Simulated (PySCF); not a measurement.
Ranking problems on computed properties.

All species are isolated and taken at one optimised geometry, non-relativistic unless stated. Electronic properties by PySCF.

Dipoles, sizes and rotational constants follow the conformer. The torsions of the flexible species, by atom-mapped SMILES:
- `[O:1]=[CH:2][C:3]1=[CH:4][CH2:5][CH2:6][S:7]1`: O1–C2–C3–C4 2°
- `[CH3:1][C@@H:2]([CH2:3][C:4]([CH3:5])([CH3:6])[CH3:7])[C:8](=[O:9])[F:10]`: C1–C2–C3–C4 -167°, C2–C3–C4–C5 64°, C1–C2–C8–O9 103°
- `[F:1][C:2]([F:3])([F:4])[c:5]1[o:6][c:7]2[cH:8][cH:9][cH:10][cH:11][c:12]2[p:13]1`: F1–C2–C5–O6 -61°
- `[CH:1]#[C:2]/[CH:3]=[C:4](\[C:5]#[CH:6])[NH:7][C:8]([CH3:9])=[O:10]`: C3–C4–N7–C8 0°, C4–N7–C8–C9 180°
- `[CH3:1][CH2:2][CH2:3][P-:4][CH2:5][CH3:6]`: C1–C2–C3–P4 180°, C2–C3–P4–C5 180°, C3–P4–C5–C6 180°
- `[CH3:1][S:2][c:3]1[cH:4][cH:5][o:6][cH:7]1`: C1–S2–C3–C4 180°
- `[F:1][C:2]([F:3])([F:4])[C@@H:5]1[CH2:6][C@H:7]1[S-:8]`: F1–C2–C5–C6 -78°
- `[CH2:1]=[CH:2]/[C:3]([SiH3:4])=[P:5]/[c:6]1[cH:7][cH:8][o:9][cH:10]1`: C1–C2–C3–Si4 14°, C3–P5–C6–C7 -54°
- `[CH3:1][c:2]1[p:3][cH:4][s:5][c:6]1[CH:7]1[CH2:8][CH2:9]1`: S5–C6–C7–C8 34°

The conformers of `O=P1(C(F)(F)F)CCOCC1` aren't listed.

(1) Rank by HOMO energy, lowest first (PBE0/pcSseg-1 at GFN2-xTB geometries).
A. `FC(P1(CCOCC1)=O)(F)F`
B. `FC(F)(F)c1oc2ccccc2p1`
C. `C[C@@H](CC(C)(C)C)C(=O)F`
D. `O=CC1=CCCS1`
E. `C#C/C=C(\C#C)NC(C)=O`

(2) By how much do the two ends of that ranking differ?

(3) Rank by smallest rotational constant, highest first (GFN2-xTB).
A. `CCC[P-]CC`
B. `FC(F)(F)[C@@H]1C[C@H]1[S-]`
C. `C#C/C=C(\C#C)NC(C)=O`
D. `c1cc(SC)co1`

(4) Give the two extremes of that set in cm⁻¹.

(5) Rank by HOMO–LUMO gap, highest first (PBE0/pcSseg-1 at GFN2-xTB geometries).
A. `C#C/C=C(\C#C)NC(C)=O`
B. `C1=C(SCC1)C=O`
C. `C=C/C([SiH3])=P/c1ccoc1`
D. `Cc1pcsc1C1CC1`
E. `O=P1(C(F)(F)F)CCOCC1`
F. `CSC1=COC=C1`
G. `FC(F)(F)c1oc2ccccc2p1`

(6) Rank by dipole moment, lowest first (PBE0/pcSseg-1 at GFN2-xTB geometries).
A. `Cc1pcsc1C1CC1`
B. `C[C@@H](CC(C)(C)C)C(=O)F`
C. `O=CC1=CCCS1`
D. `FC(F)(F)C1=PC2=CC=CC=C2O1`

(7) By how much do the two ends of that ranking differ?

Results:

(1) C (-8.63 eV), A (-8.16 eV), B (-7.22 eV), E (-6.41 eV), D (-6.28 eV).

(2) By 2.35 eV, between `O=CC1=CCCS1` and `C[C@@H](CC(C)(C)C)C(=O)F`.

(3) D (1.209 GHz), A (0.958 GHz), B (0.868 GHz), C (0.615 GHz).

(4) `C#C/C=C(\C#C)NC(C)=O`: 0.0205 cm⁻¹; `CSc1ccoc1`: 0.0403 cm⁻¹.

(5) E (8.67 eV), F (6.30 eV), D (5.27 eV), G (5.08 eV), A (4.84 eV), B (4.34 eV), C (4.13 eV).

(6) A (2.17 D), B (3.15 D), C (3.59 D), D (3.75 D).

(7) By 1.58 D, between `FC(F)(F)c1oc2ccccc2p1` and `Cc1pcsc1C1CC1`.
